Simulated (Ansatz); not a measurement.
Species: H₃Si₂OCl₂, net charge 0, doublet state. SMILES: [SiH3]O[Si](Cl)Cl
Structure (B3LYP-D3(BJ)/def2-TZVP (Ansatz, an electronic-structure program) minimum search):
```xyz
8

Si    -2.4555    -0.4992     0.1987
O     -0.8657    -0.4813     0.6627
Si     0.5843     0.2225     0.5410
Cl     0.4940     1.7346    -0.8766
Cl     1.9680    -1.1901    -0.0571
H     -3.0591     0.8254     0.4545
H     -2.5390    -0.8237    -1.2405
H     -3.1341    -1.5345     1.0019
```
Charge 0, spin multiplicity 2.

Wanted: atomisation energy, in kcal/mol. Conventions: no spin-orbit coupling; non-relativistic; atomisation electronic, to ground-state atoms; frozen cores in correlated levels; open shells spin-unrestricted; no dispersion term unless named. CBS marks a two-point X^-3 extrapolation of the correlation energy; Hartree-Fock from the larger set. First-principles rows: single points at B3LYP-D3(BJ) geometries (Ansatz).

```tsv
species	coefficient	E at HF/STO-3G (Ansatz), Eh	E at PBE0/def2-TZVPD (Ansatz), Eh
[SiH3]O[Si](Cl)Cl	-1	-1556.08181	-1576.01256
Cl atom	+2	-454.54219	-459.99797
H atom	+3	-0.46658	-0.50104
O atom	+1	-73.80415	-75.01925
Si atom	+2	-285.46622	-289.24952
```

Coupled cluster (Ansatz) is a level with limits of its own, used here on species with T1 under 0.025 (0.045 for open shells) and stable references: CCSD(T)/CBS(cc-pV(T+d)Z,cc-pV(Q+d)Z). Value to compare with, CCSD(T)/CBS(cc-pV(T+d)Z,cc-pV(Q+d)Z) (Ansatz): 640.0 kcal/mol. 1 Eh = 627.5095 kcal/mol.

Compute it at each level from the table, and compare with CCSD(T)/CBS(cc-pV(T+d)Z,cc-pV(Q+d)Z) (Ansatz).


- HF/STO-3G: the sum of coefficient times E is 0.86110 Eh, or 540.35 kcal/mol. Result: 540.3 kcal/mol. Its difference against CCSD(T)/CBS(cc-pV(T+d)Z,cc-pV(Q+d)Z) (Ansatz) is -99.7 kcal/mol.
- PBE0/def2-TZVPD: the sum of coefficient times E is 0.99521 Eh, or 624.50 kcal/mol. Result: 624.5 kcal/mol. Its difference against CCSD(T)/CBS(cc-pV(T+d)Z,cc-pV(Q+d)Z) (Ansatz) is -15.5 kcal/mol.
